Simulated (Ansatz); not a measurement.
`FB1O[SiH2]1` + `[OH][GeH2][GeH2][OH]` → `OB1O[SiH2]1` + `[OH][GeH2][GeH2][F]`  (redistribution)

Program: Ansatz. Geometries: PBE0-D4/def2-TZVP. ΔE: electronic, gas phase. CCSD(T)/CBS adds triple-zeta CCSD(T) − MP2 to the extrapolated MP2 energy (def2 sets, frozen cores). DFT in def2-TZVPP. For Ge outer-core shells are correlated without core-valence functions, which leaves a few kJ/mol of doubt a bond. Scalar relativity is left out up to krypton. One conformer a species, not always the lowest.

`FB1O[SiH2]1`:

Cartesian coordinates in Å:
```
F 1.197 -1.959 -0.803
B 0.589 -0.903 -0.331
O 0.864 -0.139 0.740
Si -0.562 0.556 0.000
H -0.340 1.935 -0.492
H -1.749 0.510 0.886
```

`[OH][GeH2][GeH2][OH]`:

Cartesian coordinates in Å:
```
O 1.140 2.117 -0.609
Ge 1.057 0.329 -0.559
Ge -0.786 -0.377 0.882
O -1.106 -2.123 0.650
H 0.383 2.508 -1.050
H 2.434 -0.089 -0.027
H 0.855 -0.217 -1.992
H -0.463 -0.257 2.378
H -2.064 0.429 0.550
H -1.450 -2.321 -0.224
```

`OB1O[SiH2]1`:

Cartesian coordinates in Å:
```
O -1.688 -0.062 -1.200
B -0.669 -0.031 -0.328
O -0.673 -0.085 1.024
Si 0.999 0.043 0.569
H -1.407 -0.007 -2.115
H 1.640 1.281 1.073
H 1.799 -1.138 0.976
```

`[OH][GeH2][GeH2][F]`:

Cartesian coordinates in Å:
```
O 1.888 0.674 0.824
Ge 0.710 -0.628 0.484
Ge -1.086 0.317 -0.870
F -2.352 -0.892 -0.936
H 1.605 1.252 1.536
H 0.157 -1.194 1.808
H 1.515 -1.688 -0.278
H -1.733 1.561 -0.234
H -0.704 0.598 -2.333
```

**Question.** Is it downhill or uphill in electronic energy at CCSD(T)/CBS, and by how much? (Best estimate.)

**Answer.** The calculation gave: Downhill: ΔE = -5.8 kcal/mol.

**Question.** What do these levels give: PBE-D4, r2SCAN-D4, ωB97X-V, PBE, r2SCAN, PBE0, HF/def2-TZVPP, MP2/def2-TZVPP, SCS-MP2/def2-TZVPP, CCSD/def2-TZVPP, SCS-MP2/def2-QZVPP, HF/CBS(def2)? (Estimate.)

**Answer.** The calculation gave: PBE-D4 -6.7, r2SCAN-D4 -6.8, ωB97X-V -6.8, PBE -6.9, r2SCAN -6.9, PBE0 -6.8, HF/def2-TZVPP -7.0, MP2/def2-TZVPP -5.5, SCS-MP2/def2-TZVPP -5.8, CCSD/def2-TZVPP -5.7, SCS-MP2/def2-QZVPP -6.0, HF/CBS(def2) -7.4 kcal/mol.

Largest T1 diagnostic among the species: 0.015.

In def2-TZVPP, CCSD(T) changes the Hartree–Fock value by +1.4 kcal/mol (the triples alone add +0.1 kcal/mol) and MP2 by +1.4 kcal/mol.
